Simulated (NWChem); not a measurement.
Species: HgI2; SMILES [I][Hg][I]

All runs: NWChem. Coordinates come from a PBE0/def2-SVP optimisation. def2 effective core potentials on I, Hg; no spin-orbit coupling. Level PBE/def2-TZVP: single points from the atomic guess with DIIS by default; each run changes one setting, and all converged runs end within 0.3 mHa of each other. cgmin counts macro-iterations, each dearer than a DIIS step.

Problem. Which setting needs the most SCF iterations, or fails (occupation smearing of 0.005 Ha; DIIS on 20 Fock matrices; level shift of 0.5 Ha throughout; defaults; quadratically convergent solver (cgmin))?

Solution. level shift of 0.5 Ha throughout, with 14 against 8 for the defaults.
```tsv
setting	SCF iterations
defaults	8
DIIS on 20 Fock matrices	8
quadratically convergent solver (cgmin)	5
level shift of 0.5 Ha throughout	14
occupation smearing of 0.005 Ha	8
```
